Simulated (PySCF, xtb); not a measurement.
Ga(H)(Br)(OMe) (CH4BrGaO), SMILES C[O][GaH][Br]. Other conformers were not sampled.

Harmonic wavenumbers (cm⁻¹) from xtb 6.7.1 with GFN2-xTB at its own minimum, in rising order: 57, 64, 150, 165, 290, 298, 453, 505, 1094, 1130, 1131, 1410, 1472, 1474, 1864, 2950, 2960, 2964.

### Question
What does PBE0-D3(BJ)/def2-SVP (PySCF) give at its own minimum? (An estimate is asked for; the answer gives what the named calculation found.)

### Answer
88, 102, 139, 268, 308, 449, 589, 632, 1163, 1180, 1210, 1471, 1472, 1477, 2072, 3011, 3099, 3107. Paired by order, the mean absolute difference is 79 cm⁻¹ and the zero-point energies are 29.2 and 31.2 kcal/mol.
